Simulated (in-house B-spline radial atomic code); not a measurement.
Successive ionisation energies of osmium; each step leads to the configuration of the next row (after the last: bare). Dirac energy differences include first-order Breit, QED and recoil terms. NIST's values go from ground level to ground level; the uncertainty of those that are theory runs from under 0.1 % in few-electron ions to several per cent in heavy many-electron ones. Computed with a B-spline radial code for spherical atoms: Dirac-Hartree-Fock, average of the configuration, finite nuclei.

```tsv
ion	configuration	ionisation energy (eV)	tabulated value (eV)	tabulated kind	computed minus tabulated (eV)	highest orbital	largest mean radius (bohr)
Os59+	[Ne] 3s2 3p5	6377.7	6240	tabulated theory	138	3p3/2	0.18137
Os60+	[Ne] 3s2 3p4	6508.9	6376	tabulated theory	133	3p3/2	0.18048
Os61+	[Ne] 3s2 3p3	6641.0	6503	tabulated theory	138	3p3/2	0.1796
Os62+	[Ne] 3s2 3p2	6774.1	7039	tabulated theory	-265	3p3/2	0.17873
Os63+	[Ne] 3s2 3p1	6908.1	7185	tabulated theory	-277	3p3/2	0.17787
Os64+	[Ne] 3s2	7467.6	7468	tabulated theory	0	3s1/2	0.17685
Os65+	[Ne] 3s1	?	?	tabulated theory	?	?	?
Os66+	[He] 2s2 2p6	?	?	tabulated theory	?	?	?
Os67+	[He] 2s2 2p5	17441.7	16900	tabulated theory	542	2p3/2	0.072696
Os68+	[He] 2s2 2p4	17807.0	17270	tabulated theory	537	2p3/2	0.072386
Os69+	[He] 2s2 2p3	?	?	tabulated theory	?	?	?
Os70+	[He] 2s2 2p2	18547.8	19600	tabulated theory	-1052	2p3/2	0.071772
Os71+	[He] 2s2 2p1	18923.4	20030	tabulated theory	-1107	2p3/2	0.071467
Os72+	[He] 2s2	20569.6	20570	tabulated theory	0	2s1/2	0.071164
Os73+	[He] 2s1	20920.0	20920.6	tabulated theory	-1	2s1/2	0.070864
Os74+	1s2	83971.0	83976.18	tabulated theory	-5	1s1/2	0.017639
Os75+	1s1	85613.9	85614.42	tabulated theory	-1	1s1/2	0.017537
```

**Question.** Fill in the row of Os65+.

**Answer.** ionisation energy (eV): 7605.8; tabulated value (eV): 7610; computed minus tabulated (eV): -4; highest orbital: 3s1/2; largest mean radius (bohr): 0.17612.

**Question.** Fill in the row of Os66+.

**Answer.** ionisation energy (eV): 17079.9; tabulated value (eV): 16560; computed minus tabulated (eV): 520; highest orbital: 2p3/2; largest mean radius (bohr): 0.073008.

**Question.** Fill in the row of Os69+.

**Answer.** ionisation energy (eV): 18175.7; tabulated value (eV): 17620; computed minus tabulated (eV): 556; highest orbital: 2p3/2; largest mean radius (bohr): 0.072078.

**Question.** Where is the largest jump?

**Answer.** From Os73+ to Os74+, by a factor of 4.01 (20920 to 83971 eV); the highest orbital goes from 2s1/2 to 1s1/2.

Where a p, d or f electron is removed, the computed value is a mean over both j, so it misses the tabulated one by a part of the spin-orbit splitting; averaging over terms and missing correlation add to the gap, relatively most at low charge.
